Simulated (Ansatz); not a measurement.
Input (CCSDTQ/cc-pV(D+d)Z; Ansatz, a quantum-chemistry and plane-wave program): A basis named .json is the Basis Set Exchange file of that set.

Ansatz 0.2 input:
```yaml
crystal:
  periodic: [false, false, false]
  atoms:
    - {symbol: Si, position_ang: [0.07387960, -0.44013807, -0.28037269]}
    - {symbol: O, position_ang: [-0.17959231, 1.04254250, 0.42054796]}
    - {symbol: H, position_ang: [-1.00632830, -1.30641017, 0.30320218]}
    - {symbol: H, position_ang: [1.40875235, -0.87199678, 0.25763184]}
basis:
  gaussian:
    orbitals: cc-pV_D+d_Z.json
magnetization: {spin_polarized: true, initial_magnetization: 2}
correlation: {method: ccsdtq, electrons: outside_noble_gas}
```

Output:

```
Functional definition: HF
integrals: 0.03 GiB planned
879 factors; integrals over basis functions are off by at most 1.5e-7 eV
mean field: 0.14 GiB planned
mean field evaluation 1: about -9924.5359 eV, gradient 2.4e1 eV
mean field evaluation 2: about -9924.5614 eV, gradient 2.4e1 eV
mean field evaluation 4: about -9928.8597 eV, gradient 5.1e0 eV
mean field evaluation 8: about -9929.4661 eV, gradient 3.9e-1 eV
mean field evaluation 16: about -9924.5375 eV, gradient 2.4e1 eV
mean field evaluation 32: about -9929.1149 eV, gradient 2.7e-6 eV
mean field evaluation 64: about -9925.6227 eV, gradient 1.5e1 eV
mean field evaluation 96: about -9926.2164 eV, gradient 7.1e0 eV
mean field evaluation 128: about -9928.7688 eV, gradient 5.6e0 eV
mean field evaluation 160: about -9924.9404 eV, gradient 8.9e0 eV
mean field evaluation 192: about -9923.3030 eV, gradient 1.7e-1 eV
mean field -9929.47066152 eV, -364.9013163740 hartree, gradient 2.5e-6 eV, S^2 2.012800; 8 other end points of the search recorded, 0 dependent functions left out
determinant -9929.47066152 eV, -364.9013163740 hartree, with singles and doubles -9936.42696772 eV, -365.1569559115 hartree
determinant -9929.11493769 eV, -364.8882437644 hartree, with singles and doubles -9935.90214922 eV, -365.1376691874 hartree
determinant -9927.30377346 eV, -364.8216847066 hartree, with singles and doubles -9934.30337262 eV, -365.0789152312 hartree
determinant -9929.47066152 eV, -364.9013163740 hartree, with singles and doubles -9936.43101158 eV, -365.1571045208 hartree
determinant -9929.11493769 eV, -364.8882437644 hartree, with singles and doubles -9935.90396718 eV, -365.1377359964 hartree
6 core orbitals not correlated
reference -9929.47066152 eV, -364.9013163740 hartree; 7, 5 occupied and 34, 36 virtual orbitals, 879 factors
second order -6.06313886 eV of doubles, -0.00000000 eV of singles
coupled cluster: 4.82 GiB planned
cycle   1  -6.62337587 eV  change   -5.6e-1 eV  update   8.0e-2
cycle   2  -6.94496320 eV  change   -3.2e-1 eV  update   3.7e-2
cycle   3  -7.11862382 eV  change   -1.7e-1 eV  update   2.8e-2
cycle   4  -7.13113506 eV  change   -1.3e-2 eV  update   1.4e-2
cycle   5  -7.14168325 eV  change   -1.1e-2 eV  update   1.1e-2
cycle   6  -7.15906046 eV  change   -1.7e-2 eV  update   6.5e-3
cycle   7  -7.15976559 eV  change   -7.1e-4 eV  update   4.1e-3
cycle   8  -7.15834402 eV  change    1.4e-3 eV  update   2.3e-3
cycle   9  -7.16063549 eV  change   -2.3e-3 eV  update   1.6e-3
cycle  10  -7.16144125 eV  change   -8.1e-4 eV  update   6.6e-4
cycle  11  -7.16131787 eV  change    1.2e-4 eV  update   4.2e-4
cycle  12  -7.16138771 eV  change   -7.0e-5 eV  update   2.9e-4
cycle  13  -7.16137675 eV  change    1.1e-5 eV  update   1.2e-4
cycle  14  -7.16131332 eV  change    6.3e-5 eV  update   6.3e-5
cycle  15  -7.16134532 eV  change   -3.2e-5 eV  update   4.9e-5
cycle  16  -7.16137838 eV  change   -3.3e-5 eV  update   3.7e-5
cycle  17  -7.16139349 eV  change   -1.5e-5 eV  update   2.0e-5
cycle  18  -7.16139891 eV  change   -5.4e-6 eV  update   1.1e-5
cycle  19  -7.16140327 eV  change   -4.4e-6 eV  update   7.2e-6
cycle  20  -7.16140275 eV  change    5.2e-7 eV  update   3.2e-6
cycle  21  -7.16140282 eV  change   -7.0e-8 eV  update   1.7e-6
cycle  22  -7.16140329 eV  change   -4.7e-7 eV  update   1.4e-6
Total energy: -9936.63206481 eV, -365.1644930907 hartree
```

This triplet is an excited state, 2.8 eV above the singlet at CCSD(T)/cc-pV(5+d)Z (Ansatz).
